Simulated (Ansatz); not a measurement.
A calculation with Ansatz (development build ahead of 0.2.0).

```yaml
crystal:
  periodic: [false, false, false]
  atoms:
    - { symbol: C, position_ang: [1.4, 0.0, 0.0] }
    - { symbol: C, position_ang: [0.7, 1.21244, 0.0] }
    - { symbol: C, position_ang: [-0.7, 1.21244, 0.0] }
    - { symbol: C, position_ang: [-1.4, 0.0, 0.0] }
    - { symbol: C, position_ang: [-0.7, -1.21244, 0.0] }
    - { symbol: C, position_ang: [0.7, -1.21244, 0.0] }
    - { symbol: O, position_ang: [2.65, 0.0, 0.0] }
    - { symbol: H, position_ang: [1.2425, 2.15207, 0.0] }
    - { symbol: O, position_ang: [-1.325, 2.29497, 0.0] }
    - { symbol: H, position_ang: [-2.485, 0.0, 0.0] }
    - { symbol: H, position_ang: [-1.2425, -2.15207, 0.0] }
    - { symbol: H, position_ang: [1.2425, -2.15207, 0.0] }
basis:
  gaussian: { orbitals: def2-SVP }
magnetization:
  spin_polarized: true
  initial_magnetization: 2
hamiltonian:
  xc: pbe0
```

The input is written out in the form of the current development build from the run's settings.

Output:

```yaml
Converged: yes
Total_energy: -380.68976 hartree
Spin_squared_of_the_determinant: 2.087
Stability_test: minimum
```

Caution: another spin multiplicity may lie lower.
